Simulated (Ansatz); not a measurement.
```yaml
atoms:
  - { symbol: S, position_ang: [0.0000, 0.0000, -1.0201] }
  - { symbol: S, position_ang: [0.0000, 0.0000, 1.0201] }
```

Basis set: 6-31G (spherical functions). Frozen core: 10 orbitals. Charge 0, multiplicity 3.

Computed with Ansatz (development build ahead of 0.2.0); the reference of a correlated method needn't be the lowest determinant of its kind.

(1) Give the atomization energy at this shape (free ground-state atoms in the same class of orbitals less the molecule, no zero-point energy) of triplet S2 by UHF-CCSD(T), UHF-BCCD(T).

## Answers

(1)

| method | atomization energy |
| --- | --- |
| UHF-CCSD(T) | 48.94 kcal/mol |
| UHF-BCCD(T) | 48.91 kcal/mol |

Caution: the reference determinant was not shown to be the lowest.

This basis has no polarisation functions and is too small for such energies, which can lie far from measured ones in either direction.
